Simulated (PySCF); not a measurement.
C₂H₆OSi₂, SMILES C([SiH2][SiH2]O)#C. Atoms are numbered in the order given.

```xyz
11

C      0.5513     2.6120     0.3525
C      0.8341     1.4360     0.4760
Si     1.1190    -0.3905     0.5891
Si    -0.9219    -1.2097    -0.2112
O     -1.4044    -0.1244    -1.3883
H      0.3213     3.6604     0.2559
H      1.4321    -0.7553     1.9998
H      2.2773    -0.7429    -0.2801
H     -0.8181    -2.5516    -0.8438
H     -1.8901    -1.2932     0.9245
H     -1.1591     0.7925    -1.2120
```
Charge 0, spin multiplicity 1.

Coordinates come from a ωB97X-D3(BJ)/def2-SVP optimisation. This is a generated structure with no PubChem entry under its InChIKey; it may be hypothetical. Other conformers were not sampled.

Level of theory: PBE/pcSseg-1 run with PySCF.

GIAO shieldings, no solvent; atoms listed in one row are averaged. δ = σ(ref) − σ: ¹³C against TMS (σ = 182.0 ppm); ²⁹Si against TMS (σ = 335.4 ppm); ¹⁷O against H2O (σ = 334.3 ppm); ¹H against TMS (σ = 31.49 ppm), references at their B3LYP-D3(BJ)/def2-TZVP geometries, non-relativistic.

| nucleus | atoms | count | δ (ppm) |
|---|---|---|---|
| ¹³C | C1 | 1 | 106.3 |
| ¹³C | C2 | 1 | 81.9 |
| ²⁹Si | Si4 | 1 | -30.4 |
| ²⁹Si | Si3 | 1 | -99.9 |
| ¹⁷O | O5 | 1 | 5.6 |
| ¹H | H10 | 1 | 5.74 |
| ¹H | H9 | 1 | 5.54 |
| ¹H | H8 | 1 | 4.54 |
| ¹H | H7 | 1 | 4.45 |
| ¹H | H6 | 1 | 2.72 |
| ¹H | H11 | 1 | 1.34 |
